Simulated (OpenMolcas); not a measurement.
Ir3+ (d6) in a complex was computed by SS-CASPT2, IPEA 0.5 Eh, imaginary shift 0.1 Eh with the d shell active (OpenMolcas, ANO-RCC-VTZP on the metal). Its lowest spin-free states, and all those of the highest spin:

```csv
2S+1,Degeneracy,E (cm-1)
1,1,0
3,2,18570
3,1,20540
3,1,23270
1,2,23550
1,1,27520
3,2,27690
1,1,28280
5,2,33200
5,1,34620
1,2,36050
3,1,41800
5,1,57320
5,1,63250
```

Task: Is the site octahedral, tetrahedral or cube-like, axial, or of lower symmetry?

Result: The states with 2S+1 = 5 have orbital degeneracies 2, 1, 1, 1. There are pairs but no triples, so the site is axial: not cubic, but with a proper or improper axis of order three or more. The run had Ir3+ with 6 ligands (fluoride) in tetragonal octahedral coordination (D4h) at 1.96 Å, the axial distance 2.058 Å. A charge of +0.5 e stands 2.4 Å behind each ligand. Ligand basis ANO-RCC-VDZP.

Over all roots computed the reference weight is 0.69 to 0.71; a low but even weight reflects the number of correlated electrons. The least metal-like active orbital is 78 % on the metal (Löwdin) and no ligand orbital is active, so the numbers are rough. Ligand-to-metal charge-transfer states are missing. With no ligand orbital active B as a rule stays too high, so bands that hang on it stand too high and its fall with covalency is understated. With one d shell and no ligand orbital active, 10Dq can be off by a tenth or more. The distance lies 2 % under the 1.99 Å that this model takes as the normal distance (a Shannon-type radius plus a fixed donor radius); by an R⁻⁵ law this alone changes a d-shell field by about +8 %. No measured value stands beside these numbers; the geometry is a model, was not optimised and need not be the one that this ion takes.
